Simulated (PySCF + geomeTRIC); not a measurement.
The multiplicity is imposed and other spin states were not computed.

Calculation: BP86-D3(BJ)/def2-SVP in PySCF + geomeTRIC. fastk is a local helper that only speeds up exchange builds. No frequencies were computed at this level.

```python
import json, numpy as np
from pyscf import gto, dft
from fastk import lowrank_exchange
atoms = """
Cd     0.337259     0.661477    -0.039209
F      0.551630    -1.173827    -0.790627
C     -1.318595     0.848409     1.307491
H     -1.566168    -0.198279     1.487897
H     -2.147944     1.355120     0.819810
H     -1.068527     1.350250     2.236418
"""
def scf(charge, spin, dm0=None):
    mol = gto.M(atom=atoms, basis='def2-svp', ecp={'Cd': 'def2-svp'}, charge=charge, spin=spin, verbose=3, max_memory=5040)
    mf = dft.KS(mol, xc='bp86').density_fit(auxbasis="def2-universal-jkfit")
    mf.disp = 'd3bj'
    mf.grids.level = 3
    mf.conv_tol = 1e-8
    mf.max_cycle = 120
    mf.level_shift = 0.25
    mf.kernel(dm0)
    if not mf.converged:
        mf = mf.newton().run(mf.mo_coeff, mf.mo_occ).undo_soscf()
    return mf
mf = scf(0, 0)
from pyscf.geomopt.geometric_solver import kernel as optimize
path = []
done, mol = optimize(mf, maxsteps=120, assert_convergence=False, callback=lambda env: path.append((env["energy"], bool(env["g_scanner"].converged))))
res = dict(converged=bool(done and path[-1][1]), energy=path[-1][0], path=[e for e, c in path], xyz=mol.atom_coords(unit="Angstrom").tolist(), nao=mol.nao)
json.dump(res, open("result.json", "w"))
```

Output:

```
converged SCF energy = -307.458724555313
Geometry optimization cycle 1
converged SCF energy = -307.458724561399
cycle 1: E = -307.458724561  dE = -307.459  norm(grad) = 0.0330527
Geometry optimization cycle 2
converged SCF energy = -307.46753421728
cycle 2: E = -307.467534217  dE = -0.00880966  norm(grad) = 0.0278932
Geometry optimization cycle 3
converged SCF energy = -307.478188992613
cycle 3: E = -307.478188993  dE = -0.0106548  norm(grad) = 0.027115
Geometry optimization cycle 4
converged SCF energy = -307.49021263474
cycle 4: E = -307.490212635  dE = -0.0120236  norm(grad) = 0.0174062
Geometry optimization cycle 5
converged SCF energy = -307.489565280285
cycle 5: E = -307.48956528  dE = 0.000647354  norm(grad) = 0.0507279
Geometry optimization cycle 6
converged SCF energy = -307.4941995789
cycle 6: E = -307.494199579  dE = -0.0046343  norm(grad) = 0.00831518
Geometry optimization cycle 7
converged SCF energy = -307.494361535716
cycle 7: E = -307.494361536  dE = -0.000161957  norm(grad) = 0.0026591
Geometry optimization cycle 8
converged SCF energy = -307.494391273939
cycle 8: E = -307.494391274  dE = -2.97382e-05  norm(grad) = 0.000871231
Geometry optimization cycle 9
converged SCF energy = -307.494393443582
cycle 9: E = -307.494393444  dE = -2.16964e-06  norm(grad) = 0.000359105
Geometry optimization cycle 10
converged SCF energy = -307.49439125989
cycle 10: E = -307.49439126  dE = 2.18369e-06  norm(grad) = 0.00102467
Geometry optimization cycle 11
converged SCF energy = -307.494388430222
cycle 11: E = -307.49438843  dE = 2.82967e-06  norm(grad) = 0.00150311
Geometry optimization cycle 12
converged SCF energy = -307.494390627914
cycle 12: E = -307.494390628  dE = -2.19769e-06  norm(grad) = 0.00114961
Geometry optimization cycle 13
converged SCF energy = -307.494392651432
cycle 13: E = -307.494392651  dE = -2.02352e-06  norm(grad) = 0.000705676
Geometry optimization cycle 14
converged SCF energy = -307.494393734088
cycle 14: E = -307.494393734  dE = -1.08266e-06  norm(grad) = 0.000493756
Geometry optimization cycle 15
converged SCF energy = -307.4943946308
cycle 15: E = -307.494394631  dE = -8.96712e-07  norm(grad) = 0.000288278
Geometry optimization cycle 16
converged SCF energy = -307.494394956273
cycle 16: E = -307.494394956  dE = -3.25473e-07  norm(grad) = 0.000188197
Geometry optimization cycle 17
converged SCF energy = -307.494394918662
cycle 17: E = -307.494394919  dE = 3.76109e-08  norm(grad) = 0.000206214
<class 'geometric.internal.Distance'> : 5
<class 'geometric.internal.Angle'> : 7
<class 'geometric.internal.Dihedral'> : 3
<class 'geometric.internal.TranslationX'> : 1
<class 'geometric.internal.TranslationY'> : 1
<class 'geometric.internal.TranslationZ'> : 1
<class 'geometric.internal.RotationA'> : 1
<class 'geometric.internal.RotationB'> : 1
<class 'geometric.internal.RotationC'> : 1
Step    0 : Gradient = 1.349e-02/1.696e-02 (rms/max) Energy = -307.4587245614
Step    1 : Displace = 1.003e-01/1.886e-01 (rms/max) Trust = 1.000e-01 (=) Grad = 1.139e-02/2.226e-02 (rms/max) E (change) = -307.4675342173 (-8.810e-03) Quality = 1.596
Step    2 : Displace = 1.356e-01/2.306e-01 (rms/max) Trust = 1.414e-01 (+) Grad = 1.107e-02/2.053e-02 (rms/max) E (change) = -307.4781889926 (-1.065e-02) Quality = 1.044
Step    3 : Displace = 1.887e-01/3.011e-01 (rms/max) Trust = 2.000e-01 (+) Grad = 7.106e-03/8.323e-03 (rms/max) E (change) = -307.4902126347 (-1.202e-02) Quality = 0.929
Step    4 : Displace = 2.188e-01/3.407e-01 (rms/max) Trust = 2.828e-01 (+) Grad = 2.071e-02/2.874e-02 (rms/max) E (change) = -307.4895652803 (+6.474e-04) Quality = 0.001
Step    5 : Displace = 7.275e-02/1.203e-01 (rms/max) Trust = 1.094e-01 (-) Grad = 3.395e-03/5.518e-03 (rms/max) E (change) = -307.4941995789 (-4.634e-03) Quality = 1.172
Step    6 : Displace = 1.534e-02/2.270e-02 (rms/max) Trust = 1.547e-01 (+) Grad = 1.086e-03/1.594e-03 (rms/max) E (change) = -307.4943615357 (-1.620e-04) Quality = 1.058
Step    7 : Displace = 9.162e-03/1.654e-02 (rms/max) Trust = 2.188e-01 (+) Grad = 3.557e-04/6.094e-04 (rms/max) E (change) = -307.4943912739 (-2.974e-05) Quality = 1.154
Step    8 : Displace = 2.776e-03/5.016e-03 (rms/max) Trust = 3.000e-01 (+) Grad = 1.466e-04/2.688e-04 (rms/max) E (change) = -307.4943934436 (-2.170e-06) Quality = 0.422
Step    9 : Displace = 2.379e-03/4.255e-03 (rms/max) Trust = 3.000e-01 (=) Grad = 4.183e-04/6.766e-04 (rms/max) E (change) = -307.4943912599 (+2.184e-06) Quality = -0.317
Step   10 : Displace = 1.138e-03/1.862e-03 (rms/max) Trust = 1.189e-03 (-) Grad = 6.136e-04/8.640e-04 (rms/max) E (change) = -307.4943884302 (+2.830e-06) Quality = -0.199
Step   11 : Displace = 6.552e-04/1.254e-03 (rms/max) Trust = 5.689e-04 (-) Grad = 4.625e-04/6.546e-04 (rms/max) E (change) = -307.4943906279 (-2.198e-06) Quality = 0.854
Step   12 : Displace = 8.346e-04/1.601e-03 (rms/max) Trust = 8.045e-04 (+) Grad = 2.775e-04/4.835e-04 (rms/max) E (change) = -307.4943926514 (-2.024e-06) Quality = 0.720
Step   13 : Displace = 7.869e-04/1.451e-03 (rms/max) Trust = 8.045e-04 (=) Grad = 1.866e-04/3.530e-04 (rms/max) E (change) = -307.4943937341 (-1.083e-06) Quality = 0.831
Step   14 : Displace = 1.117e-03/1.986e-03 (rms/max) Trust = 1.138e-03 (+) Grad = 9.063e-05/1.804e-04 (rms/max) E (change) = -307.4943946308 (-8.967e-07) Quality = 0.854
Step   15 : Displace = 1.512e-03/2.529e-03 (rms/max) Trust = 1.609e-03 (+) Grad = 1.414e-05/1.790e-05 (rms/max) E (change) = -307.4943949563 (-3.255e-07) Quality = 0.791
Step   16 : Displace = 1.442e-04/1.777e-04 (rms/max) Trust = 2.276e-03 (+) Grad = 3.862e-05/7.115e-05 (rms/max) E (change) = -307.4943949187 (+3.761e-08) Quality = -2.761
Converged! =D
```

Cost: around 80 core-seconds (rough).
